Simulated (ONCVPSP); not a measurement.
**Varying the ONCV potential for Yb**

Base potential:

* Element: Yb (Z = 70)
* Generator: ONCVPSP 4.0.1
* Type: optimised norm-conserving Vanderbilt (ONCV)
* Functional: PBE
* Relativity: scalar-relativistic
* Frozen core: [Kr] 4d10 4f13
* Valence charge: 11
* Reference configuration: 5s2 5p6 5d1 6s1.75 (charge +0.25)
* Partial waves: 5s+6s: rc 1.70 bohr, ncon 4, nbas 8, qcut 6.1 1/bohr, 2 projectors; 5p: rc 1.70 bohr, ncon 5, nbas 8, qcut 7.1 1/bohr, 2 projectors, debl 1.8 Ha; 5d: rc 3.35 bohr, ncon 3, nbas 8, qcut 5.3 1/bohr, 3 projectors, debl 3.6 Ha
* Local potential: polynomial inside 1.45 bohr (lpopt 5, dvloc0 -1 Ha)
* Core correction: Teter function fitted to the true core (icmod 2), fcfact 0.5

Cutoffs, loose and tight: the cutoffs (Ha) at which the residual kinetic energy of the hardest occupied pseudo-wave falls to 1 and 0.1 mHa per electron. They do not see the model core or the augmentation charge, which bear on the density cutoff. Test errors are all-electron minus pseudo excitation energies from the reference, over the configurations 5s2 5p6 5d1 6s2; 5s2 5p6 5d1 6s1; 5s2 5p6 5d1 6s0; 5s2 5p5 5d1 6s2. A dash means not determined; rows that change the core or the reference have their own tests. The largest error is taken over the tests solved by every variant that gives reliable tests at all: 5s2 5p6 5d1 6s0; 5s2 5p6 5d1 6s1; 5s2 5p6 5d1 6s2.

A true bound ghost makes a file unfit for plane-wave use even where its test errors are small: the radial tests pick states by their node count and pass the ghost by.

```csv
change,outcome,"cutoff, loose","cutoff, tight",bound ghosts,GHOST(+) flags above zero,largest test error (meV)
base,generated,22 Ha,39 Ha,d,"s, d",-131
"local potential polynomial inside 1.45 bohr (lpopt 5, dvloc0 1.5 Ha)",generated,22 Ha,39 Ha,d,"s, d",+476
"local potential polynomial inside 1.45 bohr (lpopt 5, dvloc0 4 Ha)",generated,22 Ha,39 Ha,none,d,+112
"local potential polynomial inside 1.45 bohr (lpopt 5, dvloc0 5.5 Ha)",generated,22 Ha,39 Ha,none,none,+34
"local potential polynomial inside 1.45 bohr (lpopt 5, dvloc0 9.5 Ha)",generated,22 Ha,39 Ha,none,none,+91
```

(1) What comes out with this change to the base: local potential polynomial inside 1.45 bohr (lpopt 5, dvloc0 6.5 Ha)?

(2) What comes out with this change to the base: local potential polynomial inside 1.45 bohr (lpopt 5, dvloc0 -2.5 Ha)?

(3) What comes out with this change to the base: local potential polynomial inside 1.45 bohr (lpopt 5, dvloc0 -0.5 Ha)?

## Answers

(1) outcome: generated; cutoff, loose: 22 Ha; cutoff, tight: 39 Ha; bound ghosts: none; GHOST(+) flags above zero: none; largest test error (meV): +335.

(2) outcome: generated; cutoff, loose: 22 Ha; cutoff, tight: 39 Ha; bound ghosts: d; GHOST(+) flags above zero: s; largest test error (meV): -57.

(3) outcome: generated; cutoff, loose: 22 Ha; cutoff, tight: 39 Ha; bound ghosts: d; GHOST(+) flags above zero: s, d; largest test error (meV): -190.

Reading the sweep of the dvloc0 (base included, trends over the rows without a ghost): The loose cutoff stays near 22 Ha. The median size of the test errors (rows with all tests solved) is not monotonic: lowest 19.0 meV at 5.5 Ha, highest 193.6 meV at 6.5 Ha. Bound ghosts are found at -2.5, -1, -0.5, 1.5 Ha.
